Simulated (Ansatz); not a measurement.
One geometry of In3⁻, several levels of theory.

```yaml
crystal:
  periodic: [false, false, false]
  atoms:
    - {symbol: In, position_ang: [1.563805, 0.637339, 0.116415]}
    - {symbol: In, position_ang: [-1.345353, 1.035273, 0.026187]}
    - {symbol: In, position_ang: [-0.218452, -1.672612, -0.142592]}
basis:
  gaussian: {orbitals: def2-TZVPD, initial_orbitals: start.molden}
total_charge: -1
hamiltonian: {xc: hse06, dispersion: d4}
scf: {omitted_lower_state_checks: [starts]}
output: {orbitals: {seedname: orbitals}}
```

The file start.molden holds the orbitals of an earlier run on this structure, at another level or in another basis.

```sh
$ ansatz run in.yaml --threads 4 --pin off --events-out ev --progress --plain --max-ram 3916MiB
```

Shortened log:

```
Functional definition: HSE06
1539 factors; their error is unknown
96 factors; integrals over basis functions are off by at most 3.9e-5 eV
mean field evaluation 1: about -15523.7485 eV, gradient 3.4e-1 eV
mean field evaluation 2: about -15523.7493 eV, gradient 9.0e-4 eV
mean field evaluation 4: about -15523.8824 eV, gradient 1.0e-4 eV
mean field evaluation 8: about -15523.8824 eV, gradient 9.7e-6 eV
mean field -15523.88239027 eV, -570.4921553769 hartree, gradient 9.7e-6 eV, S^2 0.000000; 0 other end points of the search recorded, 0 dependent functions left out
reference -15523.88242196 eV, -570.4921565417 hartree; 32, 32 occupied and 136, 136 virtual orbitals, 1539 factors
Total energy: -15523.98827499 eV, -570.4960465688 hartree
Checks for a lower state left out: starts
```

Hardware: 4 threads of Arm Neoverse V2 on a shared host. Wall time 3.4 s.

The first input with `hamiltonian: {xc: r2scan, dispersion: d4}` (abridged; 3.8 s):

```
Functional definition: r2SCAN
mean field -15529.66946116 eV, -570.7048263095 hartree, gradient 9.3e-6 eV, S^2 0.000000
Total energy: -15529.68837156 eV, -570.7055212541 hartree
Checks for a lower state left out: starts
```

First input, but with `hamiltonian: {xc: {name: LC-wPBE}}` (abridged; 6 s):

```
Functional definition: LC-wPBE
mean field -15524.57625286 eV, -570.5176543567 hartree, gradient 1.7e-5 eV, S^2 0.000000
Total energy: -15524.57625286 eV, -570.5176543568 hartree
Checks for a lower state left out: starts
```

The first input with `hamiltonian: {xc: {text: "exchange = 0.95*pbe_x + 0.05*exact_x\ncorrelation = pbe_c"}}` (abridged; 2.8 s):

```
Functional definition: unnamed
mean field -15524.35035715 eV, -570.5093528426 hartree, gradient 1.3e-5 eV, S^2 0.000000
Total energy: -15524.35038696 eV, -570.5093539380 hartree
Checks for a lower state left out: starts
```

First input, but with `hamiltonian: {xc: {name: BLYP}, dispersion: d4}` (abridged; 2.1 s):

```
Functional definition: BLYP
mean field -15520.94872713 eV, -570.3843452450 hartree, gradient 2.8e-5 eV, S^2 0.000000
Total energy: -15521.18062432 eV, -570.3928673097 hartree
Checks for a lower state left out: starts
```

The first input with `correlation: {method: mp2}` and without the key `hamiltonian` (abridged; 3.9 s):

```
Functional definition: HF
mean field -15447.37446990 eV, -567.6805411625 hartree, gradient 2.1e-6 eV, S^2 0.000000; unrestricted orbitals would lower it
mean field evaluation 16: about -15447.9792 eV, gradient 8.5e-1 eV
12 core orbitals not correlated: weight in the atoms' cores, before any rotation towards them, 1.000 or more for the frozen orbitals, at most 0.000 for the correlated occupied ones
second order -23.69065216 eV of doubles, -0.00000000 eV of singles
Total energy: -15471.06512207 eV, -568.5511565714 hartree
Checks for a lower state left out: starts
```

As the first input, with `gaussian: {orbitals: def2-SVPD, initial_orbitals: start.molden}`, `hamiltonian: {xc: pbe, dispersion: d4}` (abridged; 0.95 s):

```
Functional definition: PBE
mean field -15523.96637767 eV, -570.4952418570 hartree, gradient 1.5e-5 eV, S^2 0.000000
Total energy: -15524.08960329 eV, -570.4997703151 hartree
Checks for a lower state left out: starts
```

Geometry: PBE-D4/def2-SVPD.

In the def2 sets In takes a core potential; there is no spin–orbit coupling. LC-ωPBE has ω = 0.4 bohr⁻¹. HSE06 is defined as in plane-wave codes, on full-range PBE exchange. Correlated methods freeze 12 core orbitals; core or outer-core shells of In are correlated, in sets that lack core-valence functions. The restricted singlet is unstable towards broken spin symmetry at other levels; at HSE06-D4/def2-TZVPD, LC-ωPBE/def2-TZVPD, PBE with 5 % exact exchange/def2-TZVPD, BLYP-D4/def2-TZVPD and others this wasn't settled. At HSE06-D4/def2-TZVPD, r2SCAN-D4/def2-TZVPD, PBE with 5 % exact exchange/def2-TZVPD, BLYP-D4/def2-TZVPD and others the highest occupied level of the charge -1 singlet lies above zero (up to 0.42 eV). The electron is either unbound and held by the finite basis, or the level is raised by self-interaction error. At r2SCAN-D4/def2-TZVPD, MP2/def2-TZVPD the restricted singlet (for correlated methods, its reference) is unstable: a solution with broken spin symmetry lies lower. The geometry of the singlet was relaxed on an unsound state (restricted singlet, unstable towards broken spin symmetry at other levels and untested here). The order of the spin states hangs on the level: the quintet lies 0.09 eV below the singlet at PBE0-D4/def2-TZVPD, but 0.04 eV above it at PBE with 5 % exact exchange/def2-TZVPD. The singlet is doubtful at PBE0-D4/def2-TZVPD (restricted singlet, unstable towards broken spin symmetry). The singlet is doubtful at PBE with 5 % exact exchange/def2-TZVPD (restricted singlet, unstable towards broken spin symmetry at other levels and untested here). The structure comes from a short search, and lower isomers may exist.
